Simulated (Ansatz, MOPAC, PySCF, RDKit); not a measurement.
Pair of molecules: boric acid (SMILES OB(O)O) (first 7 atoms) with NH3 (SMILES N); geometry from B3LYP-D3(BJ)/def2-TZVP, rigid monomers moved along the line of their centres of mass till H7···N8 is 1.74 Å.
(charge 0, multiplicity 1):
```json
[
 {"atom": "O", "x (Å)": "-0.0024", "y (Å)": "-0.5718", "z (Å)": "-1.1977"},
 {"atom": "B", "x (Å)": "-0.1552", "y (Å)": "-0.1962", "z (Å)": "0.1102"},
 {"atom": "O", "x (Å)": "-1.3611", "y (Å)": "0.3833", "z (Å)": "0.4784"},
 {"atom": "O", "x (Å)": "0.8779", "y (Å)": "-0.4118", "z (Å)": "0.9665"},
 {"atom": "H", "x (Å)": "-0.7868", "y (Å)": "-0.3771", "z (Å)": "-1.7183"},
 {"atom": "H", "x (Å)": "-1.3983", "y (Å)": "0.6214", "z (Å)": "1.4085"},
 {"atom": "H", "x (Å)": "0.6982", "y (Å)": "-0.1194", "z (Å)": "1.8813"},
 {"atom": "N", "x (Å)": "0.3724", "y (Å)": "0.4034", "z (Å)": "3.5048"},
 {"atom": "H", "x (Å)": "0.2731", "y (Å)": "1.3967", "z (Å)": "3.6843"},
 {"atom": "H", "x (Å)": "-0.3409", "y (Å)": "-0.0796", "z (Å)": "4.0403"},
 {"atom": "H", "x (Å)": "1.2714", "y (Å)": "0.1201", "z (Å)": "3.8812"}
]
```

Interaction energies are E(AB) − E(A) − E(B) at the monomers' geometry in the complex; basis-set methods are counterpoise corrected. Rows marked so take none. RDKit's UFF carries no charges.

Frozen-core correlation. Rows in 3-21G, 6-31G* carry no dispersion term and start afresh at each structure (6-31G* with six Cartesian d functions). The state reached by PM3, PM7 isn't checked; PM7 holds dispersion and hydrogen-bond terms.

Run with Ansatz (Gaussian orbitals); MOPAC for PM3, PM7 (differences of heats of formation); PySCF for 3-21G rows, 6-31G* rows; RDKit for the force fields. Values without a source in brackets are computed.

| level | interaction energy (kJ/mol) |
|---|---|
| UFF | 416.0 |
| PM3 | -20.1 |
| PM7 | -29.9 |
| BP86/6-31G* (no counterpoise) | -48.2 |
| B3LYP/3-21G (no counterpoise) | -82.7 |
| M06-2X/6-31G* (no counterpoise) | -52.8 |
| wB97X-V/def2-TZVPPD | -36.7 |
| CCSD/aug-cc-pVDZ | [?] |
| CCSD(T)/aug-cc-pVDZ | [?] |

**Question.** Some entries are withheld; supply them.

**Answer.** 
- CCSD/aug-cc-pVDZ, interaction energy (kJ/mol): -28.8
- CCSD(T)/aug-cc-pVDZ, interaction energy (kJ/mol): -30.7

Ansatz is an electronic-structure program.
